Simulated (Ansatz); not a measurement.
A search over several starts for the lowest SCF solution of Te4Se⁻ at the given spin, in a small basis.

```yaml
crystal:
  periodic: [false, false, false]
  atoms:
    - {symbol: Se, position_ang: [0.440751, -0.119320, -2.559290]}
    - {symbol: Te, position_ang: [0.173773, -0.723818, 1.358208]}
    - {symbol: Te, position_ang: [1.261926, -2.083525, -1.245763]}
    - {symbol: Te, position_ang: [-1.223975, 1.599836, 2.673142]}
    - {symbol: Te, position_ang: [-0.652465, 1.326827, -0.226298]}
basis:
  gaussian: {orbitals: def2-SVP, initial_orbitals: start.molden}
total_charge: -1
magnetization: {spin_polarized: true, initial_magnetization: 1}
hamiltonian: {xc: pbe, dispersion: d4}
output: {orbitals: {seedname: orbitals}}
```

The file start.molden holds the orbitals of an earlier run on this structure, at another level or in another basis.

```sh
$ ansatz run in.yaml --threads 4 --pin off --events-out ev --progress --plain --max-ram 4787MiB
```

Shortened log:

```
Functional definition: PBE
  name "PBE"
  cite "Perdew, Burke & Ernzerhof, Phys. Rev. Lett. 77, 3865 (1996) doi:10.1103/PhysRevLett.77.3865"
  parent pbe
  parameter kappa = 0.804
  parameter beta = 0.06672455060314922
  exchange = pbe_x(kappa = kappa, mu = beta*pi^2/3)
  correlation = pbe_c(beta = beta)
1626 factors; their error is unknown
mean field evaluation 1: about -94484.5471 eV, gradient 7.1e1 eV
mean field evaluation 2: about -94494.4147 eV, gradient 1.4e1 eV
mean field evaluation 4: about -94507.4803 eV, gradient 4.5e0 eV
mean field evaluation 8: about -94509.3174 eV, gradient 4.9e-1 eV
mean field evaluation 16: about -94509.2233 eV, gradient 2.8e-5 eV
mean field evaluation 32: about -94509.2232 eV, gradient 8.6e-2 eV
mean field evaluation 64: about -94506.8954 eV, gradient 8.1e0 eV
mean field evaluation 96: about -94507.8445 eV, gradient 2.8e0 eV
mean field -94509.22326164 eV, -3473.1498942128 hartree, gradient 3.4e-6 eV, S^2 0.751384; 8 other end points of the search recorded, 0 dependent functions left out
reference -94509.22329505 eV, -3473.1498954406 hartree; 66, 65 occupied and 70, 71 virtual orbitals, 1626 factors
Total energy: -94509.67603631 eV, -3473.1665333750 hartree
```

It took 17 s on 4 threads of Arm Neoverse V1 on a shared host.

In the def2 sets Te takes a core potential; there is no spin–orbit coupling. Another isomer (doublet) lies 0.19 eV lower at PBE0-D4/def2-TZVPD; other spin states weren't run for this one.
